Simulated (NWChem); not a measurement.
# SiH₂IF; SMILES F[SiH2]I

```xyz
5

Si    -0.5232     1.4911     0.0000
F      0.8354     2.3711     0.0000
I      0.0534    -0.8694     0.0000
H     -1.2798     1.7985     1.2387
H     -1.2798     1.7985    -1.2387
```
Atoms are numbered in this order, from 1.

Results from NWChem. STO-3G and 3-21G are far too small for this property and stand as cheap habits. Structure relaxed at the PBE0/def2-SVP level. def2 effective core potentials on I; no spin-orbit coupling. B3LYP is NWChem's, with the RPA form of VWN correlation. Field at 589 nm.

Task: Order these by “isotropic polarisability (bohr³)”, lowest first: B3LYP/def2-SVPD (core potentials); B3LYP/def2-SVP (core potentials); B3LYP/STO-3G (all-electron, non-relativistic).

Result: B3LYP/STO-3G (all-electron, non-relativistic) (20.0), B3LYP/def2-SVP (core potentials) (47.1), B3LYP/def2-SVPD (core potentials) (64.6)
